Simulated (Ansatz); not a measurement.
Conformers of `C[S][Sn][SH]`, each relaxed with PBE0-D4/def2-TZVP in Ansatz. CBS adds the triple-zeta coupled-cluster correction to the MP2 limit.

Elements past krypton have def2 core potentials. Outer-core shells of Sn are correlated without core-valence functions. Spin–orbit coupling is left out.

Not all of them had a frequency check.

Conformer A:

Z-matrix (Å, degrees):
```
C
S 1 1.812
H 1 1.090 2 111.0
H 1 1.090 2 107.1 3 119.0
H 1 1.090 2 111.0 3 -121.9
Sn 2 2.415 1 107.7 3 60.9
S 6 2.438 2 95.5 1 0.0
H 7 1.344 6 92.6 2 -180.0
```

Conformer B:

Z-matrix (Å, degrees):
```
C
S 1 1.809
H 1 1.090 2 111.2
H 1 1.090 2 111.2 3 -123.1
H 1 1.090 2 107.0 3 118.4
Sn 2 2.424 1 110.5 3 61.6
S 6 2.439 2 101.5 1 -0.0
H 7 1.342 6 98.4 2 -0.0
```

Question: Which is lowest in electronic energy at CCSD(T)/CBS (frozen core, def2 sets), and by how much? (An estimate is asked.)

Answer: Computed: A; B lies 8.8 kJ/mol higher.

Question: Give the energies relative to A (kJ/mol) with PBE-D4/def2-TZVPP, r2SCAN-D4/def2-TZVPP, B3LYP-D4/def2-TZVPP, B2PLYP/def2-TZVPP, PBE/def2-TZVPP, MP2/def2-QZVPP, MP2/CBS(def2). (Estimate.)

Answer: The calculation gave: 
```
               level    B
   PBE-D4/def2-TZVPP  6.5
r2SCAN-D4/def2-TZVPP  8.1
 B3LYP-D4/def2-TZVPP  7.0
   B2PLYP/def2-TZVPP  7.3
      PBE/def2-TZVPP  6.3
      MP2/def2-QZVPP  9.5
       MP2/CBS(def2)  9.9
```

B3LYP here is the variant with VWN-RPA as its local correlation; programs differ in this.
